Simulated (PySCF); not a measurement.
Vertical excitation energies

C₄H₁₂N₂Si.
Geometry (PBE0-D3(BJ)/def2-SVP, Å), atoms numbered from 1 in this order:
```xyz
19
C4H12N2Si angstrom
C      2.526   -0.373   -0.376
N      1.318   -1.031   -0.800
C      0.150   -0.669   -0.025
C     -1.095   -1.446   -0.472
C     -2.336   -0.804    0.140
N     -2.164    0.634    0.022
Si    -0.506    1.140   -0.033
H      2.791   -0.695    0.645
H      2.465    0.740   -0.356
H      3.362   -0.651   -1.034
H      1.142   -0.835   -1.784
H      0.357   -0.926    1.033
H     -1.169   -1.380   -1.573
H     -1.012   -2.514   -0.216
H     -2.443   -1.135    1.195
H     -3.243   -1.144   -0.388
H     -2.968    1.207    0.241
H     -0.078    1.989    1.129
H     -0.132    1.897   -1.276
```

Theory: TDDFT CAM-B3LYP/def2-SVPD, vertical, gas phase, core orbitals frozen in the response (PySCF 2.14.0, density-fitted response routines).

| state | E (eV) | λ (nm) | ν̃ (cm⁻¹) | f | main configurations (H = HOMO, L = LUMO) |
| --- | --- | --- | --- | --- | --- |
| S1 | 5.63 | 220.2 | 45420 | 0.0056 | H→L+1 (82%) |
| S2 | 5.84 | 212.2 | 47130 | 0.0057 | H-1→L (74%), H→L (15%) |
| S3 | 6.11 | 203.0 | 49250 | 0.030 | H→L (58%), H-1→L (14%) |
| S4 | 6.32 | 196.1 | 51010 | 0.0097 | H-1→L+1 (54%), H-1→L+2 (16%), H→L+3 (8%) |
| S5 | 6.48 | 191.4 | 52260 | 0.019 | H→L+3 (60%) |
| S6 | 6.74 | 184.0 | 54340 | 0.033 | H→L+2 (67%) |
| S7 | 7.02 | 176.7 | 56600 | 0.025 | H→L+5 (57%), H→L+4 (20%) |
| S8 | 7.21 | 171.9 | 58180 | 0.0010 | H-1→L+4 (31%), H-1→L+2 (22%), H-1→L+7 (15%) |
| S9 | 7.22 | 171.6 | 58270 | 0.0040 | H-1→L+2 (37%), H-1→L+1 (13%), H-1→L+4 (10%) |
| S10 | 7.32 | 169.4 | 59020 | 0.012 | H→L+6 (33%), H→L+4 (27%), H-1→L+3 (10%) |

Triplets, Tamm–Dancoff:

| state | E (eV) | λ (nm) | main configurations (H = HOMO, L = LUMO) |
| --- | --- | --- | --- |
| T1 | 5.35 | 231.6 | H→L+1 (70%), H→L (13%) |
| T2 | 5.57 | 222.5 | H-1→L (69%) |
| T3 | 5.90 | 210.3 | H→L (55%), H→L+3 (12%), H-1→L (9%) |
| T4 | 6.13 | 202.2 | H-1→L+1 (50%), H-1→L+2 (14%) |

The lowest singlet lies at 5.63 eV (220 nm, ultraviolet) and is weak; its leading configuration is HOMO→LUMO+1 (82%). The strongest level in the table is S6 at 6.74 eV (184 nm, f = 0.033). Löwdin shares by element: HOMO nitrogen 48% or more, carbon 21% or more, silicon 10% (atoms not listed hold the other 21%); LUMO silicon 29%, hydrogen 22% or more, carbon 11% or more (atoms not listed hold the other 38%). Of the 10 states listed, 5 reach f = 0.01 and none stays under 0.0005. Orbital energies (eV): HOMO-3 -10.62, HOMO-2 -10.34, HOMO-1 -8.00, HOMO -7.40, LUMO 1.23, LUMO+1 1.33, LUMO+2 1.87. The listed states span 1.69 eV, and the widest gap between neighbours is 0.28 eV (S6 to S7). The vertical ionisation energy (ΔSCF) is 8.10 eV, 0.78 eV above S10. Only the lowest 10 singlets were computed, as vertical energies without vibronic structure.

One conformer stands for the species.

Without π bonds the low states are Rydberg-like; a valence basis with one diffuse set may place them up to an eV too high.
